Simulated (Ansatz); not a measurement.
C₂H₉GaOSi (`[CH3][Ga]([CH3])[O][SiH3]`), 14 atoms. Charge 0, multiplicity 1. Correlated methods include outer-core shells of Ga, which these sets cover unevenly. Scalar relativity is left out up to krypton. All runs use 2 threads of an AMD EPYC 7R13 on a shared host and a share of an NVIDIA H100 80 GB. Correlated methods freeze the cores. Open-shell runs search over several starts.

Task: How many basis functions does each run have, and how long does it take in Ansatz? RKS BLYP-D4/def2-TZVPP energy; RKS PBE0-D4/def2-TZVP frequencies; UHF-MP2/def2-QZVPP energy of the cation; RKS ωB97M-V/def2-QZVPP energy; UKS ωB97M-V/def2-TZVPP energy of the cation; UKS B2PLYP (frozen core)/def2-TZVPP energy of the cation; RKS PBE0-D4/def2-TZVP relaxation (37 steps); RHF-MP2/def2-QZVPP energy; direct RPA on PBE orbitals/def2-TZVPP energy; RKS SPW92 (LDA)/def2-TZVPP energy; UKS r2SCAN-D4/def2-TZVPP energy of the cation; UKS ωB97X-V/def2-TZVPP energy of the cation. (Best estimate.)

Result: The calculation gave: Other jobs shared the machine, so times are rough.

```tsv
level	job	functions	wall time	peak host memory (GiB)
RKS BLYP-D4/def2-TZVPP	energy	309	3.6 s	0.86
RKS SPW92 (LDA)/def2-TZVPP	energy	309	3.9 s	0.85
direct RPA on PBE orbitals/def2-TZVPP	energy	309	4.2 s	1.4
RHF-MP2/def2-QZVPP	energy	600	6 s	1.2
RKS ωB97M-V/def2-QZVPP	energy	600	7.5 s	1.3
UKS ωB97X-V/def2-TZVPP	energy of the cation	309	8 s	1.1
UKS r2SCAN-D4/def2-TZVPP	energy of the cation	309	9.5 s	1
UKS B2PLYP (frozen core)/def2-TZVPP	energy of the cation	309	10 s	1.4
UKS ωB97M-V/def2-TZVPP	energy of the cation	309	13 s	1.2
UHF-MP2/def2-QZVPP	energy of the cation	600	18 s	1.3
RKS PBE0-D4/def2-TZVP	relaxation (37 steps)	232	120 s	0.93
RKS PBE0-D4/def2-TZVP	frequencies	232	2.1 min	0.93
```
